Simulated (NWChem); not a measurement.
Species: C4H5F; SMILES C(C=C)(=C)F

```xyz
10

C      0.0574    -1.9436     0.0000
C     -0.6566    -0.8118     0.0000
C     -0.0656     0.5185     0.0000
C     -0.7326     1.6769     0.0000
F      1.2716     0.5258     0.0000
H      1.1496    -1.9194     0.0000
H     -0.4315    -2.9200     0.0000
H     -1.7501    -0.8395     0.0000
H     -1.8223     1.6778     0.0000
H     -0.1981     2.6277     0.0000
```
Atoms are numbered in this order, from 1.

Level: PBE0/def2-SVP (NWChem), optimised geometry, unscaled harmonic frequencies. 

| frequency (cm⁻¹) | IR intensity (km/mol) |
|---|---|
| 162 | 0.4 |
| 261 | 0.2 |
| 435 | 3.7 |
| 460 | 3.6 |
| 594 | 2.9 |
| 735 | 0.2 |
| 764 | 0.4 |
| 843 | 4.1 |
| 871 | 64.5 |
| 955 | 37.3 |
| 961 | 24.0 |
| 1022 | 14.9 |
| 1041 | 18.5 |
| 1292 | 0.1 |
| 1351 | 55.0 |
| 1387 | 12.9 |
| 1440 | 21.0 |
| 1693 | 51.8 |
| 1764 | 30.3 |
| 3181 | 0.4 |
| 3201 | 2.4 |
| 3209 | 2.0 |
| 3288 | 0.8 |
| 3314 | 0.1 |

```
Quantity                                                                            Value
-----------------------------------------------------------------------  ----------------
zero-point energy                                                           48.9 kcal/mol
thermal correction to the enthalpy at 298.15 K (with zero-point energy)     52.7 kcal/mol
heat capacity Cv                                                         18.1 cal/(mol K)
entropy at 298.15 K and 1 atm (symmetry number 1)                        71.6 cal/(mol K)
dipole moment                                                                      1.29 D
```

Rigid rotor and harmonic oscillator.
